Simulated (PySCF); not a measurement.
## Which determinant of KBr lies lowest?

Unrestricted PBE0; PySCF, spin-free X2C with a Gaussian nucleus, basis sets K x2c-TZVPall, Br x2c-TZVPall. Outer shells of the fragments: K 4s1; Br 3d10 4s2 4p5.

Followed along the bond (rough minima from three points):

```csv
2Ms+1,unpaired,⟨S²⟩ at the start,R at minimum (Å),Te (eV)
1,none,0.00,2.85,0.00
3,"σ ↑, π ↑",2.00,none in the scan,≤ 3.91
```

Solutions found at the starting distance of 3.060 Å, counted from the lowest of them; the search is not exhaustive and high or unbound solutions are not listed, so other states can lie among these:

```csv
2Ms+1,unpaired,term,E (eV),⟨S²⟩,⟨Lz²⟩,μ (D)
1,none,¹Σ⁺,0.00,0.00,0.00,-11.49
3,"σ ↑, π ↑",³Π,3.92,2.00,1.01,2.34
1,"σ ↓, π ↑",mixed,3.94,1.00,1.01,2.53
3,σ ↑↑,³Σ⁺,4.12,2.00,0.00,2.35
3,π ↑↑,mixed,5.34,2.00,2.01,0.68
3,π ↑↑,mixed,5.41,2.00,2.01,1.24
```

A term symbol is given only where ⟨S²⟩ and ⟨Lz²⟩ are close to those of a pure state; real π, δ and φ orbitals otherwise mix terms. A positive dipole means K(−)Br(+).

Counting both spins, an empty level lies below a filled one in some of these solutions, because spin and occupation are held.
